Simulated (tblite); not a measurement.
Species: C4H11N2PSi.
SMILES: `CN1C=CN(C)P1[SiH3]`

Calculated harmonic vibrations of the isolated species, GFN2-xTB (tblite), most abundant isotopes, no scaling. The method is semi-empirical: single wavenumbers can be off by several per cent or more. Modes of hydrogen on silicon can be 10 to 20 % off.

Harmonic wavenumbers (cm⁻¹): 56.6, 61.5, 88.5, 111.0, 122.7, 143.8, 162.1, 249.7, 294.3, 309.5, 373.4, 442.1, 457.1, 460.6, 499.3, 631.8, 664.4, 715.6, 743.5, 765.7, 769.5, 771.9, 801.2, 984.8, 987.7, 1093.7, 1096.7, 1103.2, 1148.9, 1190.1, 1191.4, 1250.1, 1279.8, 1411.4, 1412.0, 1476.0, 1476.7, 1493.2, 1494.2, 1659.9, 2243.2, 2247.8, 2249.1, 2914.5, 2915.5, 2970.7, 2972.5, 3016.4, 3018.2, 3110.5, 3125.7.

A = 1533, B = 1531, C = 1014 MHz; mass 146.043 u (most abundant isotopes); point group Cs, symmetry number 1.

**Question.** What is the zero-point energy?

**Answer.** ½Σν̃ = 31115 cm⁻¹ = 88.96 kcal/mol.

**Question.** Entropy at 200 K, 1 bar (ideal gas, RRHO, classical rotation)?

**Answer.** Translation 38.89, rotation 28.10, vibration 23.98: S = 91.0 cal/(mol K).

**Question.** And Cp and H(200 K) − H(0)?

**Answer.** Cp = 32.70 cal/(mol K), of which vibrations give 24.76 (their classical limit is 51 R = 101.3); H(200 K) − H(0) = 4.20 kcal/mol without the zero-point energy, 2.61 from vibrations.

**Question.** How do the functions run with temperature in this model?

**Answer.** 
| T (K) | S (cal/(mol K)) | Cp (cal/(mol K)) | H − H(0) (kcal/mol) | G − H(0) (kcal/mol) | ln q(vib) |
| --- | --- | --- | --- | --- | --- |
| 50 | 59.8 | 15.1 | 0.53 | -2.46 | 0.59 |
| 100 | 72.5 | 21.8 | 1.46 | -5.78 | 2.16 |
| 298.15 | 105.9 | 42.8 | 7.91 | -23.68 | 8.65 |
| 373.15 | 116.3 | 50.0 | 11.39 | -32.02 | 10.97 |
| 500 | 132.4 | 60.2 | 18.40 | -47.81 | 14.74 |
| 750 | 159.8 | 74.6 | 35.39 | -84.45 | 21.66 |
| 1000 | 182.6 | 84.1 | 55.31 | -127.33 | 27.93 |

q(vib) and H(0) count from the zero-point level.

**Question.** What must be added to the electronic energy to get the Gibbs energy at 200 K and 1 bar?

**Answer.** ZPE + [H(200 K) − H(0)] − T·S = 88.96 + 4.20 − 18.19 = 74.97 kcal/mol.

Hindered rotation and anharmonicity are outside this model.
